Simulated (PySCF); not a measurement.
# Spinor energies of Er(31+) (erbium, charge +31)

Start: [Kr] 4d1; 4d3/2 filled at m_j = +3/2. Calculated with PySCF 2.14 in an even-tempered Gaussian basis (17 s from 2.9 bohr⁻², ratio 2.8; 14 p from 3.8 bohr⁻², ratio 2.8; 9 d from 3.8 bohr⁻², ratio 2.8; 3 f from 13 bohr⁻², ratio 3): generalised Hartree-Fock with the X2C-1e Hamiltonian and a Gaussian nucleus; one run each with spin-orbit coupling (SO) switched off, then screened by Boettger's factors.

| spinor shell | electrons | ε, spin-free (eV) | ε, screened SO (eV) | weight of nominal j (screened SO) | rms radius, screened SO (bohr) |
| --- | --- | --- | --- | --- | --- |
| 1s1/2 | 2 | -58960.5 | -58947.1 | 1.000 | 0.0231 |
| 2s1/2 | 2 | -11020.1 | -11015.7 | 1.000 | 0.0935 |
| 2p1/2 | 2 | -9881.7 | -10532.1 | 1.000 | 0.0798 |
| 2p3/2 | 4 | -9881.7 | -9608.4 | 1.000 | 0.0866 |
| 3s1/2 | 2 | -3408.0 | -3406.4 | 1.000 | 0.238 |
| 3p1/2 | 2 | -3053.8 | -3195.6 | 1.000 | 0.229 |
| 3p3/2 | 4 | -3053.8 | -2992.9 | 1.000 | 0.242 |
| 3d3/2 | 4 | -2613.6 | -2639.9 | 1.000 | 0.215 |
| 3d5/2 | 6 | -2613.6 | -2594.5 | 1.000 | 0.219 |
| 4s1/2 | 2 | -1476.0 | -1475.4 | 1.000 | 0.500 |
| 4p1/2 | 2 | -1338.3 | -1382.8 | 0.999 | 0.505 |
| 4p3/2 | 4 | -1338.3 | -1318.8 | 1.000 | 0.530 |
| 4d3/2 | 1 | -1182.0 | -1189.2 | 1.000 | 0.517 |

| quantity | spin-free | screened SO |
| --- | --- | --- |
| E (hartree) | -12572.07151 | -12583.29666 |
| M_J | 3/2 | 3/2 |
| ⟨J²⟩ | 4.378 | 3.751 |
| ⟨L²⟩ | 6.003 | 6.059 |
| ⟨S²⟩ | 0.751 | 0.807 |

Each row is a mean over spinors that exchange with the open shell spreads, by up to 11.487 eV (4p1/2).

Breit and QED terms are absent; they matter most for the inner s and p1/2 levels.

Densities and radii are taken from the X2C orbitals without a picture-change correction, which distorts them close to the nucleus.

Without spin-orbit coupling the j labels of p, d and f shells carry no meaning; the spin-free column gives the mean over the occupied spinors of each nl shell, and its ⟨J²⟩ belongs to a mixture of degenerate components.
